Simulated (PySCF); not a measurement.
Working out the ionisation energy of V²⁺

V²⁺ [Ar] 3d3 (4F) → V³⁺ [Ar] 3d2 (3F). Calculation: PySCF 2.14, in aug-cc-pVTZ-DK (8s7p5d3f2g, 93 functions); the spin-free X2C one-electron Hamiltonian (Gaussian nucleus). Frozen: [Ar]. Energies in hartree (1 hartree = 27.21139 eV):

```csv
part,V²⁺ (lower),V³⁺ (upper)
UHF,-947.431600,-946.396452
CCSD correlation,-0.021385,-0.005241
(T),-0.000095,0.000000
```

What does Hartree-Fock give?

(-946.396452) − (-947.431600) = 1.035148 hartree = 28.168 eV.

What do CCSD and CCSD(T) give?

The CCSD correlation energies differ by 0.016144 hartree = 0.439 eV and the triples by 0.000095 hartree = 0.003 eV, so CCSD gives 28.607 eV and CCSD(T) 28.610 eV.

Reference: 29.311 eV (measured; NIST Atomic Spectra Database, ionization energies), between the lowest levels; spin-orbit coupling is absent from the calculation.

What remains against the reference includes basis incompleteness, the frozen core and higher excitations.
